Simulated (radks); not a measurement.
Species: the iridium ion Ir44+. Configuration: [Ar] 3d10 4s2 4p3. All-electron calculation, scalar-relativistic Kohn-Sham, exchange-only LDA, spin-polarised, spherical densities, point nucleus; open shells are filled with parallel spins first (spin-orbit coupling, left out, can overturn this in heavy ions). Program: a radial shooting solver on a logarithmic mesh with Libxc functionals.

Normalised radial functions P(r) = r R(r), r in bohr:

```
   r/bohr * 3d down, o 4s up, + 4d up (the largest magnitude, 2.51, reaches the edge; | marks zero, & curves that meet)
 0.002422                             &   o
 0.003079                             &   o
 0.003914                             &    o
 0.004976                             &     o
 0.006326                             &     o
 0.008042                             &     o
  0.01022                             &    o
    0.013                             &   o
  0.01652                             |&o
    0.021                             o+*
   0.0267                         o   | +*
  0.03367                      o      |  +*
   0.0428                    o        |    + *
  0.05441                    o        |      +   *
  0.06917                        o    |         +     *
  0.08794                             | o         +        *
   0.1118                             |         o  +           *
   0.1421                             |         +  o             *
   0.1807                             |   +    o               *
   0.2297                       +  o  |                  *
    0.292             &               |          *
   0.3682        o+                   |    *
   0.4681            &                | *
    0.595                    +o       *
   0.7564                          +o *
   0.9616                            +&
    1.222                             &
```

3d down: eigenvalue -4114.1 eV, 0 radial nodes, <r> = 0.169 bohr, 90 % of the charge inside 0.261 bohr. 4s up: eigenvalue -2465.3 eV, 3 radial nodes at r = 0.0206, 0.0829, 0.218 bohr, <r> = 0.376 bohr, 90 % of the charge inside 0.530 bohr. 4d up (empty): eigenvalue -2058.8 eV, 1 radial node at r = 0.198 bohr, <r> = 0.382 bohr, 90 % of the charge inside 0.554 bohr.
